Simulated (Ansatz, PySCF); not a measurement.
Constitutional and geometric isomers with formula HB3O. Isolated molecules, 0 K electronic values unless said otherwise. One relaxed conformer stands for each flexible species; it need not be the lowest. Strings in code marks are SMILES.

Quantity: vertical ionisation energy (energy after one electron is removed minus that of the parent at the parent's geometry), in eV. The restricted reference of `B=BB=O` is unstable towards unrestricted orbitals.

Level 1: CAM-B3LYP-D3(BJ)/def2-TZVP (PySCF)
Level 2: minus the HOMO energy of CAM-B3LYP-D3(BJ)/def2-TZVP (PySCF)
Level 3: minus the HOMO energy of HF/6-31G* // CAM-B3LYP-D3(BJ)/def2-TZVP (PySCF)
Level 4: HF/cc-pVTZ // CAM-B3LYP-D3(BJ)/def2-TZVP (Ansatz, a program for electronic structure)

| species | level 1 | level 2 | level 3 | level 4 |
|---|---|---|---|---|
| `B=BB=O` | 8.99 | 7.95 | 8.54 | 7.86 |
